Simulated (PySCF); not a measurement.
Work out the structure from these simulated measurements.

Formula: CH10ClPSi3.

| Item | Value |
| --- | --- |
| Rotational structure | rotational constants A, B, C: 1.153, 0.795, 0.725 GHz [PBE0-D3(BJ)/def2-SVP] |
| NMR, other nuclei | isotropic shieldings of nuclei other than C and H, by class: 400 (1 Si), 450 (2 Si), 578 (1 P), 883 (1 Cl) ppm [GIAO B97-2/pcSseg-1] |
| 13C NMR | chemical shifts (computed TMS as zero) by class: 34.7 (1 C) ppm [GIAO B97-2/pcSseg-1] |
| UV, first state | lowest singlet excitation: 5.64 eV (220 nm, f = 0.009) [TDDFT B3LYP/def2-SVPD] |
| Valence photoelectron | vertical ionisation energy: 9.07 eV [ΔSCF B3LYP/def2-SVPD] |
| 1H NMR | chemical shifts (computed TMS as zero) by class: 3.62 (6 H), 3.04 (2 H), 1.75 (2 H) ppm [GIAO B97-2/pcSseg-1] |
| Polarisability | 146.4 au [B3LYP/def2-SVPD] |
| Dipole | 1.24 D [B3LYP/def2-SVPD] |
| Triplet | lowest triplet excitation (Tamm–Dancoff): 5.08 eV [TDA B3LYP/def2-SVPD] |

Gas-phase values; electronic properties from PySCF, density fitting. Levels stand in brackets. Isolated species at its PBE0-D3(BJ)/def2-SVP geometry (one conformer only). NMR values are class means; diastereotopic atoms form classes of their own.

**Question.** Propose a structure and show how it fits.

**Answer.** Numbering: `[SiH3:1][Si:2]([SiH3:3])([PH2:4])[CH2:5][Cl:6]`. The one carbon: sp3 C–Cl carbon [C5] (34.7 ppm). Hydrogen classes from least to most shielded: 6 H on 2 SiH3 silicons, Si1/Si3 (3.62 ppm, a mean of values up to 0.6 ppm apart in this geometry), 2 H on an sp3 C–Cl carbon, C5 (3.04 ppm), 2 H on a three-coordinate phosphorus, P4 (1.75 ppm). The other shieldings belong to: 400 ppm, four-coordinate silicon [Si2]; 450 ppm, SiH3 silicon [Si1/Si3]; 578 ppm, three-coordinate phosphorus [P4]; 883 ppm, alkyl chlorine [Cl6]. The first electron is taken from the HOMO, whose largest Löwdin shares are 0.50 on the three-coordinate phosphorus, 0.17 on the four-coordinate silicon, 0.14 on an SiH3 silicon and 0.05 on a P–H hydrogen. By its constants the optimised geometry is an asymmetric top. Structure: `[SiH3][Si]([SiH3])(P)CCl`. Computed isomers that give other values at the same levels: `[SiH3]P([SiH3])[SiH2]CCl` (static isotropic polarisability: 140.5 au). The assignments are read from this structure; whether some other isomer fits the data as well wasn't checked.

Conformer computed: `[SiH3:1][Si:2]([SiH3:3])([PH2:4])[CH2:5][Cl:6]`: Si1–Si2–C5–Cl6 60°, H–P4–Si2–Si1 -65°, H–P4–Si2–Si1 -159°.
